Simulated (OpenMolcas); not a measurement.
# Au5+ in a point-charge field

Au5+ among 6 point charges of -1.7 e arranged as a trigonal antiprism (D3d), 2.18 Å from the ion, with a polar angle of 52.6° against the regular 54.74°.
```
   0.0000    1.7306    1.3257  -1.70
  -1.4987   -0.8653    1.3257  -1.70
   1.4987   -0.8653    1.3257  -1.70
   0.0000   -1.7306   -1.3257  -1.70
   1.4987    0.8653   -1.3257  -1.70
  -1.4987    0.8653   -1.3257  -1.70
```

```json
{"Program": "OpenMolcas 26.06", "Method": "CASSCF", "Basis": "ANO-RCC-VDZP [7s6p4d2f]", "Scalar Hamiltonian": "DKH2, point nucleus", "Active space": "6 electrons in 5 orbitals (5d)", "State averaging": "2S+1 = 5 even, 5 roots; 2S+1 = 3 even, 45 roots; 2S+1 = 1 even, 50 roots", "Spin-orbit coupling": "state interaction with AMFI integrals over the reference wave functions"}
```

The lowest spin-free states (labels of D3, the rotations of D3d), above the lowest:

```json
{"State": "5E", "Degeneracy": "2", "E (cm-1)": "0.0", "Free-ion L (%)": "D (100)"}
{"State": "5A1", "Degeneracy": "1", "E (cm-1)": "1395", "Free-ion L (%)": "D (100)"}
{"State": "5E", "Degeneracy": "2", "E (cm-1)": "4549", "Free-ion L (%)": "D (100)"}
{"State": "3E", "Degeneracy": "2", "E (cm-1)": "19316", "Free-ion L (%)": "H (68)"}
{"State": "3A2", "Degeneracy": "1", "E (cm-1)": "19502", "Free-ion L (%)": "H (76)"}
{"State": "3A1", "Degeneracy": "1", "E (cm-1)": "20715", "Free-ion L (%)": "H (83)"}
{"State": "3E", "Degeneracy": "2", "E (cm-1)": "20961", "Free-ion L (%)": "H (84)"}
{"State": "3A2", "Degeneracy": "1", "E (cm-1)": "21894", "Free-ion L (%)": "H (65)"}
{"State": "3E", "Degeneracy": "2", "E (cm-1)": "22518", "Free-ion L (%)": "H (68)"}
{"State": "3E", "Degeneracy": "2", "E (cm-1)": "23618", "Free-ion L (%)": "H (75)"}
{"State": "3A2", "Degeneracy": "1", "E (cm-1)": "24481", "Free-ion L (%)": "P (65)"}
{"State": "3E", "Degeneracy": "2", "E (cm-1)": "24914", "Free-ion L (%)": "G (52)"}
{"State": "3A1", "Degeneracy": "1", "E (cm-1)": "25368", "Free-ion L (%)": "G (57)"}
{"State": "3E", "Degeneracy": "2", "E (cm-1)": "25372", "Free-ion L (%)": "P (49)"}
{"State": "1A1", "Degeneracy": "1", "E (cm-1)": "26642", "Free-ion L (%)": "I (54)"}
{"State": "3E", "Degeneracy": "2", "E (cm-1)": "26851", "Free-ion L (%)": "F (36)"}
{"State": "3A1", "Degeneracy": "1", "E (cm-1)": "27116", "Free-ion L (%)": "F (57)"}
{"State": "3A2", "Degeneracy": "1", "E (cm-1)": "27250", "Free-ion L (%)": "F (95)"}
{"State": "3E", "Degeneracy": "2", "E (cm-1)": "27378", "Free-ion L (%)": "F (68)"}
{"State": "3A2", "Degeneracy": "1", "E (cm-1)": "27796", "Free-ion L (%)": "F (47)"}
```

The lowest levels with spin-orbit coupling:

```
E (cm-1)  Degeneracy  Label      2S+1                g
     0.0           2      E  5 (79 %)  0.00 0.00 11.35
   641.1           1     A1  5 (76 %)                 
   723.2           1     A2  5 (75 %)                 
    1077           2      E  5 (76 %)   0.00 0.00 5.04
    1450           2      E  5 (77 %)   0.00 0.00 2.32
    1523           1     A1  5 (77 %)                 
    7872           1     A1  5 (57 %)                 
    8295           2      E  5 (60 %)   0.00 0.00 1.17
   10098           2      E  5 (69 %)   0.00 0.00 2.31
   10152           1     A2  5 (89 %)                 
   10469           2      E  5 (74 %)   0.00 0.00 4.95
   12200           1     A1  5 (84 %)                 
   12483           2      E  5 (82 %)   0.00 0.00 2.64
   13421           1     A2  5 (88 %)                 
   15578           1     A2  5 (79 %)                 
   15917           1     A1  5 (70 %)                 
   16229           2      E  5 (77 %)   0.00 0.00 2.82
   19518           1     A1  3 (56 %)                 
   20618           1     A2  3 (60 %)                 
   20830           2      E  3 (61 %)   0.00 0.00 2.39
```

Powder χT (cm3 K/mol): 4.03 at 2 K, 4.05 at 10 K, 4.14 at 50 K, 4.25 at 100 K, 4.46 at 200 K, 4.62 at 300 K. The effective moment at 300 K is 2.828 √(χT) = 6.08 μB.

An orbital doublet at a regular site is open to a Jahn-Teller distortion, which this geometry leaves out. Without dynamic correlation the repulsion within the d shell is too large (B by tens of per cent), so at a given field states of lower spin stand too high. Point charges give a weaker field than real ligands, and real ions of this kind are as a rule low spin; the high spin found here belongs to the model. The ground term spreads over less than 5000 cm-1, several times less than with real ligands, so orbital moments are less quenched and χT lies further from the spin-only value than at real sites. Point charges carry no covalency, so the field is a model and not that of real ligands. No measured value stands beside these numbers.

With an even number of electrons the g values are those of a degenerate or nearly degenerate non-Kramers pair.
